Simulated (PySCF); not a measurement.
First SCF of a structure search on quartet Cu3, at a hand-made equilateral triangle geometry. PySCF input:

```python
from pyscf import gto, scf, dft
mol = gto.M(atom='''
Cu     0.646630    -1.120000     0.000000
Cu    -1.293270     0.000000     0.000000
Cu     0.646630     1.120000     0.000000''',
    basis={'Cu': 'def2-TZVP'},
    charge=0, spin=3)
mf = dft.UKS(mol, xc='B3LYP')
mf.grids.atom_grid = (50, 194)
aux = {'Cu': 'def2-universal-JKFIT'}
mf = mf.density_fit(auxbasis=aux)
mf.conv_tol = 1e-08
mf.diis_space = 10
mf.max_cycle = 60
mf.init_guess = 'minao'
mf.verbose = 4
mf.kernel()
```

Excerpt of the output (cycles alone):

```
init E= -4920.85654080398
cycle= 1 E= -4917.78691488301  delta_E= 3.07  |g|= 4.63  |ddm|= 2.92
cycle= 2 E= -4910.36570202388  delta_E= 7.42  |g|= 8.44  |ddm|= 6.39
cycle= 3 E= -4921.12029632274  delta_E= -10.8  |g|= 1.53  |ddm|= 3.78
cycle= 4 E= -4921.60982543168  delta_E= -0.49  |g|= 0.147  |ddm|= 1.74
cycle= 5 E= -4921.61551479466  delta_E= -0.00569  |g|= 0.034  |ddm|= 0.118
cycle= 6 E= -4921.6159180671  delta_E= -0.000403  |g|= 0.0176  |ddm|= 0.0509
cycle= 7 E= -4921.61588414471  delta_E= 3.39e-05  |g|= 0.0295  |ddm|= 0.0256
cycle= 8 E= -4921.61610123732  delta_E= -0.000217  |g|= 0.00398  |ddm|= 0.0226
cycle= 9 E= -4921.61612051488  delta_E= -1.93e-05  |g|= 0.0029  |ddm|= 0.0119
cycle= 10 E= -4921.61612631891  delta_E= -5.8e-06  |g|= 0.00133  |ddm|= 0.0061
cycle= 11 E= -4921.61612806525  delta_E= -1.75e-06  |g|= 0.000802  |ddm|= 0.00436
cycle= 12 E= -4921.61612850348  delta_E= -4.38e-07  |g|= 0.000167  |ddm|= 0.0015
cycle= 13 E= -4921.61612866149  delta_E= -1.58e-07  |g|= 0.000258  |ddm|= 0.00143
cycle= 14 E= -4921.61612874224  delta_E= -8.08e-08  |g|= 0.000236  |ddm|= 0.001
cycle= 15 E= -4921.61612879758  delta_E= -5.53e-08  |g|= 0.000241  |ddm|= 0.000724
cycle= 16 E= -4921.61612871408  delta_E= 8.35e-08  |g|= 0.000238  |ddm|= 0.00109
cycle= 17 E= -4921.61612860192  delta_E= 1.12e-07  |g|= 0.000235  |ddm|= 0.0015
cycle= 18 E= -4921.61612702589  delta_E= 1.58e-06  |g|= 0.000654  |ddm|= 0.0269
cycle= 19 E= -4921.61612744633  delta_E= -4.2e-07  |g|= 0.000567  |ddm|= 0.00912
cycle= 20 E= -4921.61612731864  delta_E= 1.28e-07  |g|= 0.0002  |ddm|= 0.00419
cycle= 21 E= -4921.61612626995  delta_E= 1.05e-06  |g|= 0.00131  |ddm|= 0.0285
cycle= 22 E= -4921.6161263851  delta_E= -1.15e-07  |g|= 0.00108  |ddm|= 0.00285
cycle= 23 E= -4921.61612664074  delta_E= -2.56e-07  |g|= 0.000285  |ddm|= 0.000987
cycle= 24 E= -4921.61612666833  delta_E= -2.76e-08  |g|= 2.67e-05  |ddm|= 0.00411
cycle= 25 E= -4921.61612664896  delta_E= 1.94e-08  |g|= 0.000224  |ddm|= 0.00253
cycle= 26 E= -4921.61612665587  delta_E= -6.91e-09  |g|= 0.000148  |ddm|= 0.000341
cycle= 27 E= -4921.61612666462  delta_E= -8.75e-09  |g|= 4.93e-05  |ddm|= 0.00153
Extra cycle  E= -4921.61612665557  delta_E= 9.05e-09  |g|= 0.000224  |ddm|= 0.000143
converged SCF energy = -4921.61612665557  <S^2> = 3.7550861  2S+1 = 4.0025423
```

This is not the lowest solution: another start and a stability analysis within the same unrestricted form found one 53.8 kJ/mol lower, at -4921.63660 Eh.

Other spin states or occupations of the open shell can lie lower.

The search for the lowest solution, 3 starts and the stability check together, took 26 s on 4 threads of a shared Arm Neoverse V2 host, with 135 basis functions; the process peaked at 0.58 GiB. Launch command: `OMP_NUM_THREADS=4 python axn.py task.json out`.
